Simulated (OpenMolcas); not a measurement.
# Multiplet structure of Cu+

```yaml
Program: OpenMolcas 26.06
Method: CASSCF
Basis: ANO-RCC-VTZP [6s5p3d2f1g]
Scalar_Hamiltonian: DKH2, point nucleus
Active_space: 10 electrons in 6 orbitals (3d 4s)
State_averaging: 2S+1 = 3 even, 5 roots; 2S+1 = 1 even, 6 roots kept (CI in the orbitals of an earlier block)
Spin-orbit_coupling: state interaction with AMFI integrals over the reference wave functions, term energies averaged over their components
```

With spin-orbit coupling, above the lowest level:

| Configuration | Term | J | E (eV) | g | Term weight % |
| --- | --- | --- | --- | --- | --- |
| 3d⁹ 4s | ³D | 3 | 0.0000 | 1.334 | 100 |
| 3d⁹ 4s | ³D | 2 | 0.1165 | 1.155 | 93 |
| 3d⁹ 4s | ³D | 1 | 0.2517 | 0.499 | 100 |
| 3d⁹ 4s | ¹D | 2 | 0.5912 | 1.012 | 93 |
| 3d¹⁰ | ¹S | 0 | 2.9458 |  | 100 |

Against the 4 measured excited levels shown (NIST Handbook of Basic Atomic Spectroscopic Data) the mean absolute deviation is 46000 cm-1; the largest miss in energy is 3d⁹ 4s ³D₁: computed -2.6940, measured 2.9754 eV (-190.5 %). These deviations count from the computed level that pairs with the measured ground level.

Spin-orbit coupling puts the lowest level 0.1007 eV below the lowest spin-free term.

For ³D the intervals divided by the larger J are -545.5, -313.2 cm-1. Landé's interval rule makes them equal in pure LS coupling; they differ by 54 % of their mean. The multiplet is inverted.

Without dynamic correlation excited terms often stand tens of per cent too high (terms of higher spin than the ground term too low), and those without a measured partner can miss by more than the paired ones. Terms from blocks run as CI alone lack orbitals of their own. The lowest computed level is not the ground level that NIST lists (1S0). A single d shell beside an s shell can misplace configurations of different d count against each other. Computed and measured levels are paired by configuration, term and J; levels that our copy of the source lacks, or whose pairing is in doubt (as where it misses far off the trend of its configuration), stay unpaired and out of the deviations. Levels of configurations outside the active space are missing. The first state left out of the spin-orbit step lies near 34000 cm-1 above the lowest spin-free state of the reference (among the parities and spins computed), and the list stops at four fifths of that energy or lower.

The RASSCF and RASSI steps took 29 s on 1 thread of AMD EPYC 7R43 64-Core Processor (Zen 3), on a shared host; the integral step is not counted.

The term weight is that of the spin-free term in the level, not the purity of its configuration.
